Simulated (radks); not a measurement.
Values are calculated unless marked as measured or tabulated.
The mean radii <r> (bohr) of the occupied orbitals of an atom or ion are listed with their occupations. Level of theory: non-relativistic Kohn-Sham, exchange-only LDA, spin-polarised, spherical densities, point nucleus (a radial shooting solver on a logarithmic mesh with Libxc functionals).

| orbital | occ. | <r> |
|---|---|---|
| 1s | 2 | 0.2307 |
| 2s | 2 | 1.114 |

Name the element and its charge. Open shells, if any, are filled with parallel spins first.

Answer. Z = 7, nitrogen, charge +3: N3+ in [He] 2s2. The 1s radius gives Z: for a bare nucleus <r> = 1.5/Z, 0.2143 bohr for Z = 7, and screening makes it slightly larger (0.2307 here). The occupations add up to 4, and the charge is Z minus that.
